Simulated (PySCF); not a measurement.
# A search over the determinants of AlTl⁺

Unrestricted PBE0; PySCF, scalar-relativistic core potentials, basis sets Al cc-pV(D+d)Z, Tl cc-pVDZ-PP with ECP60. Outer shells of the fragments: Al+ 3s2; Tl 5d10 6s2 6p1.

Followed along the bond (rough minima from three points):

| 2Ms+1 | unpaired | ⟨S²⟩ at the start | R at minimum (Å) | Te (eV) |
| --- | --- | --- | --- | --- |
| 2 | σ ↑ | 0.76 | 3.48 | 0.00 |
| 2 | π ↑ | 0.75 | 3.07 | 0.61 |
| 4 | σ ↑↑, π ↑ | 3.75 | 2.82 | 3.48 |

Solutions found at the starting distance of 2.725 Å, counted from the lowest of them; the search is not exhaustive and high or unbound solutions are not listed, so other states can lie among these:

```json
{"2Ms+1": "2", "unpaired": "σ ↑", "term": "²Σ⁺", "E (eV)": "0.00", "⟨S²⟩": "0.76", "⟨Lz²⟩": "0.00", "μ (D)": "-4.57"}
{"2Ms+1": "2", "unpaired": "π ↑", "term": "²Π", "E (eV)": "0.14", "⟨S²⟩": "0.75", "⟨Lz²⟩": "1.01", "μ (D)": "-4.27"}
{"2Ms+1": "4", "unpaired": "σ ↑↑, π ↑", "term": "⁴Π", "E (eV)": "2.91", "⟨S²⟩": "3.75", "⟨Lz²⟩": "1.00", "μ (D)": "-4.32"}
{"2Ms+1": "4", "unpaired": "σ ↑, π ↑↑", "term": "⁴Σ⁻", "E (eV)": "3.25", "⟨S²⟩": "3.75", "⟨Lz²⟩": "0.00", "μ (D)": "-3.68"}
{"2Ms+1": "2", "unpaired": "σ ↑↑, π ↓", "term": "mixed", "E (eV)": "3.68", "⟨S²⟩": "1.75", "⟨Lz²⟩": "1.00", "μ (D)": "-4.81"}
{"2Ms+1": "2", "unpaired": "σ ↑, π ↑↓", "term": "mixed", "E (eV)": "4.00", "⟨S²⟩": "1.76", "⟨Lz²⟩": "2.01", "μ (D)": "-4.27"}
{"2Ms+1": "2", "unpaired": "σ ↓, π ↑↑", "term": "mixed", "E (eV)": "4.37", "⟨S²⟩": "1.76", "⟨Lz²⟩": "0.00", "μ (D)": "-4.35"}
{"2Ms+1": "4", "unpaired": "σ ↑, π ↑↑", "term": "mixed", "E (eV)": "5.34", "⟨S²⟩": "3.76", "⟨Lz²⟩": "2.01", "μ (D)": "-6.39"}
{"2Ms+1": "4", "unpaired": "σ ↑↑↑", "term": "⁴Σ⁺", "E (eV)": "7.60", "⟨S²⟩": "3.75", "⟨Lz²⟩": "0.00", "μ (D)": "-6.76"}
```

A term symbol is given only where ⟨S²⟩ and ⟨Lz²⟩ are close to those of a pure state; real π, δ and φ orbitals otherwise mix terms. A positive dipole points towards Tl; it is taken about the centre of mass and depends on that origin.

Q: Compare the gap between the two lowest followed solutions at the starting distance with the gap between their minima.

A: At PBE0 the second solution (doublet, unpaired electrons π ↑) lies +0.14 eV from the first (doublet, unpaired electrons σ ↑) at 2.725 Å and +0.61 eV at the minima; the two curves relax by different amounts, since their minima lie near 3.07 and 3.48 Å.

Spin–orbit coupling is left out, which matters for elements this heavy, above all for dissociation energies. Counting both spins, an empty level lies below a filled one in some of these solutions, because spin and occupation are held.
